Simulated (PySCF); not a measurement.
# Broadened absorption spectrum of C6H15OP

Species: C6H15OP.
SMILES: `CC[C@@H](C)[P@H](=O)CC`

Computed, not measured: PySCF, TDDFT CAM-B3LYP/def2-SVPD, vertical, gas phase, core orbitals frozen in the response. Isolated species at its PBE0-D3(BJ)/def2-SVP geometry (one conformer only). Torsions of this conformer, `[CH3:1][CH2:2][C@@H:3]([CH3:4])[P@H:5](=[O:6])[CH2:7][CH3:8]`: C1–C2–C3–C4 -179°, C2–C3–P5–O6 -47°, C3–P5–C7–C8 -177°.

Broadening: Gaussians 0.4 eV wide at half height, area fixed by f = 4.319×10⁻⁹ ∫ε dν̃. The cross-section is σ = 3.8235×10⁻²¹ ε cm², given in Mb (10⁻¹⁸ cm²). The width is an assumption, not a result. The curve ends short of the highest state used, and states not computed would add to its high-energy end.

| E (eV) | σ (Mb) |
| --- | --- |
| 6.51 | 0.01 |
| 6.58 | 0.02 |
| 6.64 | 0.07 |
| 6.71 | 0.20 |
| 6.77 | 0.45 |
| 6.84 | 1.01 |
| 6.91 | 1.97 |
| 6.97 | 3.11 |
| 7.04 | 4.67 |
| 7.10 | 5.98 |
| 7.17 | 7.20 |
| 7.23 | 7.90 |
| 7.30 | 8.51 |
| 7.36 | 9.26 |
| 7.43 | 10.94 |
| 7.50 | 13.66 |
| 7.56 | 16.38 |
| 7.63 | 18.94 |
| 7.69 | 19.79 |
| 7.76 | 18.88 |
| 7.82 | 16.83 |
| 7.89 | 13.86 |
| 7.95 | 11.43 |
| 8.02 | 9.13 |

Problem. Where are the band maxima, and which computed states make them?

Solution. 161 nm (7.69 eV), ε about 5200, made up of S4 (82%) (ε in L mol⁻¹ cm⁻¹; maxima over ε = 5, shares over 10%). The states used: S1 7.11 eV (f 0.011); S2 7.24 eV (f 0.015); S3 7.40 eV (f 0.0083); S4 7.67 eV (f 0.064); S5 7.82 eV (f 0.0064); S6 7.93 eV (f 0.016); S7 8.07 eV (f 0.0061); S8 8.21 eV (f 0.0096); S9 8.49 eV (f 0.0081); S10 8.62 eV (f 0.027).

Problem. What would ε be at 7.69 eV, the highest of these maxima, with half the width (0.2 eV)?

Solution. About 8620 L mol⁻¹ cm⁻¹ against 5180, a factor of about 1.7; a lone state at its own centre would give exactly 2.

Problem. Coming from long wavelengths, where does ε first pass 100 L mol⁻¹ cm⁻¹?

Solution. At about 183 nm (6.76 eV), 0.35 eV below S1.

All these states lie below the vertical ionisation energy of 9.48 eV (ΔSCF).

Time: 5.6 min (with the writing of density and orbital grids); peak memory 1.4 GiB. Hardware: an Arm Neoverse V2 with one thread (shared host).
